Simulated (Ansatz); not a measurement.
Basis-set extrapolation for C3H12O3Si2 (`CO[Si](C)(OC)O[SiH3]`) (PBE0-D4/def2-TZVP geometry, frozen core, the Gaussian-basis code of Ansatz). Multiplicity 1, RHF reference.

|  | def2-TZVPP | def2-QZVPP |
| --- | --- | --- |
| HF | -923.423604 | -923.459824 |
| MP2 correlation | -1.470840 | -1.580535 |
| CCSD(T) correlation | -1.595179 | not run |

Energies in hartree. Use E(X) = E(∞) + A·exp(−7.88·√X) for Hartree–Fock and E(X) = E(∞) + B·X^(−2.97) for correlation, with X = 3 and 4, and add CCSD(T) minus MP2 of the smaller set to the MP2 limit.

Task: What is the CCSD(T) energy at the basis-set limit?

Result: HF limit: -923.459824 + (-0.036220) × 0.13774 = -923.46481. MP2 limit: -1.580535 + (-0.109695) × 0.74074 = -1.66179. Higher-order term: -1.595179 − (-1.470840) = -0.12434. Total: -925.25094 hartree, 609.5 kJ/mol below CCSD(T)/def2-TZVPP.
